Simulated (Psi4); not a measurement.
Cl3Y (SMILES [Cl][Y]([Cl])[Cl]), singlet, at a GFN2-xTB geometry (such geometries of metal compounds can be far from the true shape) (core potentials on Y); PBE0/def2-SV(P) in Psi4 1.11.

Input for Psi4:
```
memory 2 GB

molecule {
0 1
Y     0.23273299    0.60598762    0.37640734
Cl    1.71306890   -0.82911873   -0.86829729
Cl   -0.87640660   -1.25795858    1.42317771
Cl   -1.37057916    0.69687040   -1.41840315
}

set {
  basis def2-sv(p)
}

energy('pbe0')
print_variables()
```

What the program printed (banner, timings and long lists left out):

```
   => Loading Basis Set <=

    Name: DEF2-SV(P)
    Role: ORBITAL
    Keyword: BASIS

    !!!  WARNING: ECP capability is in beta. Please check occupations closely.  !!!

         ---------------------------------------------------------
                                   SCF
               by Justin Turney, Rob Parrish, Andy Simmonett
                          and Daniel G. A. Smith
                              RKS Reference
         ---------------------------------------------------------

  ==> Geometry <==

    Molecular point group: c1
    Full point group: C1

    Geometry (in Angstrom), charge = 0, multiplicity = 1:

       Center              X                  Y                   Z               Mass
    ------------   -----------------  -----------------  -----------------  -----------------
         Y            0.222306092459     0.578838180753     0.359543549279    88.905840300000
         CL           1.702642002459    -0.856268169247    -0.885161080721    34.968852682000
         CL          -0.886833497541    -1.285108019247     1.406313919279    34.968852682000
         CL          -1.381006057541     0.669720960753    -1.435266940721    34.968852682000

  Running in c1 symmetry.

  Rotational constants: A =      0.05683  B =      0.05683  C =      0.03971 [cm^-1]
  Rotational constants: A =   1703.63850  B =   1703.63850  C =   1190.45218 [MHz]
  Nuclear repulsion =  254.942130918601151

  Charge       = 0
  Multiplicity = 1
  Electrons    = 62
  Nalpha       = 31
  Nbeta        = 31

  ==> Algorithm <==

  SCF Algorithm Type is DF.
  DIIS enabled.
  MOM disabled.
  Fractional occupation disabled.
  Guess Type is SAD.
  Energy threshold   = 1.00e-06
  Density threshold  = 1.00e-06
  Integral threshold = 1.00e-12

  ==> Primary Basis <==

  Basis Set: DEF2-SV(P)
    Blend: DEF2-SV(P)
    Number of shells: 34
    Number of basis functions: 78
    Number of Cartesian functions: 83
    Spherical Harmonics?: true
    Max angular momentum: 2

  Core potential: DEF2-SV(P)
    Number of shells: 4
    Number of ECP primitives: 14
    Number of ECP core electrons: 28
    Max angular momentum: 3

  ==> DFT Potential <==

   => LibXC <=

    Version 7.1.2
    S. Lehtola, C. Steigemann, M. J. T. Oliveira, and M. A. L. Marques,  SoftwareX 7, 1–5 (2018) (10.1016/j.softx.2017.11.002)

   => Composite Functional: PBE0 <=

    PBE0 Hyb-GGA Exchange-Correlation Functional

    C. Adamo and V. Barone,  J. Chem. Phys. 110, 6158 (1999) (10.1063/1.478522)
    M. Ernzerhof and G. E. Scuseria,  J. Chem. Phys. 110, 5029 (1999) (10.1063/1.478401)

    Deriv               =              1
    GGA                 =           TRUE
    Meta                =          FALSE

    Exchange Hybrid     =           TRUE
    MP2 Hybrid          =          FALSE

   => Exchange Functionals <=

    0.7500   Perdew, Burke & Ernzerhof

   => Exact (HF) Exchange <=

    0.2500               HF

   => Correlation Functionals <=

    1.0000   Perdew, Burke & Ernzerhof

   => LibXC Density Thresholds  <==

    XC_HYB_GGA_XC_PBEH:  1.00E-15

   => Molecular Quadrature <=

    Radial Scheme          =       TREUTLER
    Pruning Scheme         =           NONE
    Nuclear Scheme         =       TREUTLER

    Blocking Scheme        =         OCTREE
    BS radius alpha        =              1
    Pruning alpha          =              1
    Radial Points          =             75
    Spherical Points       =            302
    Total Points           =          87025
    Total Blocks           =            755
    Max Points             =            256
    Max Functions          =             71
    Weights Tolerance      =       1.00E-15

   => Loading Basis Set <=

    Name: (DEF2-SV(P) AUX)
    Role: JKFIT
    Keyword: DF_BASIS_SCF

  ==> Integral Setup <==

  SCF_SUBTYPE=INCORE selected. In-core MEM_DF algorithm will be used.
  Using in-core AOs.

  ==> MemDFJK: Density-Fitted J/K Matrices <==

    J tasked:                   Yes
    K tasked:                   Yes
    wK tasked:                   No
    Algorithm:                 Core
    Schwarz Cutoff:           1E-12
    Mask sparsity (%):       3.0572
    Fitting Condition:        1E-10

   => Auxiliary Basis Set <=

  Basis Set: (DEF2-SV(P) AUX)
    Blend: DEF2-UNIVERSAL-JKFIT
    Number of shells: 163
    Number of basis functions: 639
    Number of Cartesian functions: 849
    Spherical Harmonics?: true
    Max angular momentum: 6

  Minimum eigenvalue in the overlap matrix is 1.7413178595E-02.
  Reciprocal condition number of the overlap matrix is 4.7671575489E-03.
    Using symmetric orthogonalization.

  ==> Pre-Iterations <==

  SCF Guess: Superposition of Atomic Densities via on-the-fly atomic UHF (no occupation information).

   -------------------------
    Irrep   Nso     Nmo
   -------------------------
     A         78      78
   -------------------------
    Total      78      78
   -------------------------

  ==> Iterations <==

                           Total Energy        Delta E     RMS |[F,P]|

   @DF-RKS iter SAD: -1417.93386254440975   -1.41793e+03   0.00000e+00
   @DF-RKS iter   1: -1418.14494801004207   -2.11085e-01   5.64721e-03 ADIIS/DIIS
   @DF-RKS iter   2: -1418.00988818184237    1.35060e-01   8.23135e-03 ADIIS/DIIS
   @DF-RKS iter   3: -1418.24381315669370   -2.33925e-01   1.66768e-03 ADIIS/DIIS
   @DF-RKS iter   4: -1418.25533017698922   -1.15170e-02   3.12295e-04 ADIIS/DIIS
   @DF-RKS iter   5: -1418.25566583156183   -3.35655e-04   5.60997e-05 DIIS
   @DF-RKS iter   6: -1418.25567846978515   -1.26382e-05   8.46702e-06 DIIS
   @DF-RKS iter   7: -1418.25567874141802   -2.71633e-07   2.17026e-06 DIIS
   @DF-RKS iter   8: -1418.25567875780371   -1.63857e-08   9.78317e-07 DIIS
  Energy and wave function converged.

  ==> Post-Iterations <==

   Electrons on quadrature grid:
      Ntotal   =   62.0000402231 ; deviation = 4.022e-05

    Orbital Energies [Eh]
    ---------------------

    Doubly Occupied:

       1A   -101.647709     2A   -101.647700     3A   -101.647693
       4A     -9.499124     5A     -9.499116     6A     -9.499106
       7A     -7.235463     8A     -7.235454     9A     -7.235446
      10A     -7.233320    11A     -7.233311    12A     -7.233302
      13A     -7.233002    14A     -7.232989    15A     -7.232982
      16A     -1.947082    17A     -1.148359    18A     -1.145179
      19A     -1.145178    20A     -0.795032    21A     -0.788942
      22A     -0.788937    23A     -0.355335    24A     -0.351724
      25A     -0.351719    26A     -0.343311    27A     -0.340342
      28A     -0.340337    29A     -0.307095    30A     -0.307090
      31A     -0.299214

    Virtual:

      32A     -0.099939    33A     -0.056105    34A     -0.056102
      35A     -0.036012    36A     -0.028199    37A     -0.028196
      38A      0.052207    39A      0.052209    40A      0.053626
      41A      0.079107    42A      0.150775    43A      0.150778
      44A      0.166477    45A      0.166481    46A      0.171336
      47A      0.365789    48A      0.365796    49A      0.384411
      50A      0.704057    51A      0.705792    52A      0.705796
      53A      0.776008    54A      0.789310    55A      0.797121
      56A      0.797133    57A      0.808606    58A      0.810626
      59A      0.810643    60A      0.812920    61A      0.818427
      62A      0.818435    63A      0.819860    64A      0.819878
      65A      0.849869    66A      0.859840    67A      0.859861
      68A      0.975575    69A      0.988583    70A      0.988588
      71A      1.054953    72A      1.066569    73A      1.066574
      74A      1.167386    75A      1.233812    76A      1.233820
      77A      1.396195    78A     30.058731

    Final Occupation by Irrep:
              A
    DOCC [    31 ]
    NA   [    31 ]
    NB   [    31 ]

  @DF-RKS Final Energy: -1418.25567875780371

   => Energetics <=

    Nuclear Repulsion Energy =            254.9421309186011513
    One-Electron Energy =               -2480.0107085043550796
    Two-Electron Energy =                 874.4492641292820281
    DFT Exchange-Correlation Energy =     -67.6363653013320913
    Empirical Dispersion Energy =           0.0000000000000000
    VV10 Nonlocal Energy =                  0.0000000000000000
    Total Energy =                      -1418.2556787578037074

Computation Completed

Properties will be evaluated at   0.000000,   0.000000,   0.000000 [a0]

Properties computed using the SCF density matrix

 Multipole Moments:

 ------------------------------------------------------------------------------------
     Multipole            Electronic (a.u.)      Nuclear  (a.u.)        Total (a.u.)
 ------------------------------------------------------------------------------------

 L = 1.  Multiply by 2.5417464519 to convert [e a0] to [Debye]
 Dipole X            :         14.5523563          -13.5360919            1.0162644
 Dipole Y            :         37.8914415          -35.2451287            2.6463128
 Dipole Z            :         23.5361682          -21.8924029            1.6437653
 Magnitude           :                                                    3.2768475

 ------------------------------------------------------------------------------------

  Variable Map:
  ----------------------------------------------------------------------------
  "CURRENT ENERGY"              =>   -1418.255678757804
  "CURRENT REFERENCE ENERGY"    =>   -1418.255678757804
  "DD SOLVATION ENERGY"         =>       0.000000000000
  "DFT FUNCTIONAL TOTAL ENERGY" =>   -1418.255678757804
  "DFT TOTAL ENERGY"            =>   -1418.255678757804
  "DFT VV10 ENERGY"             =>       0.000000000000
  "DFT XC ENERGY"               =>     -67.636365301332
  "GRID ELECTRONS ALPHA"        =>      31.000020111562
  "GRID ELECTRONS BETA"         =>      31.000020111562
  "GRID ELECTRONS TOTAL"        =>      62.000040223124
  "NUCLEAR REPULSION ENERGY"    =>     254.942130918601
  "ONE-ELECTRON ENERGY"         =>   -2480.010708504355
  "PCM POLARIZATION ENERGY"     =>       0.000000000000
  "PE ENERGY"                   =>       0.000000000000
  "SCF ITERATION ENERGY"        =>   -1418.255678757804
  "SCF ITERATIONS"              =>       8.000000000000
  "SCF TOTAL ENERGY"            =>   -1418.255678757804
  "TWO-ELECTRON ENERGY"         =>     874.449264129282
  "XC GRID RADIAL POINTS"       =>      75.000000000000
  "XC GRID SPHERICAL POINTS"    =>     302.000000000000
  "XC GRID TOTAL POINTS"        =>   87025.000000000000

  Array Variable Map:
  ----------------------------------------------------------------------------
  "CURRENT DIPOLE"              =>       1.016264376093 ... 1.643765314863 1 by 3
  "SCF DIPOLE"                  =>       1.016264376093 ... 1.643765314863 1 by 3
  "SCF TOTAL ENERGIES"          =>   -1417.933862544410 ... -1418.255678757804 1 by 9
```
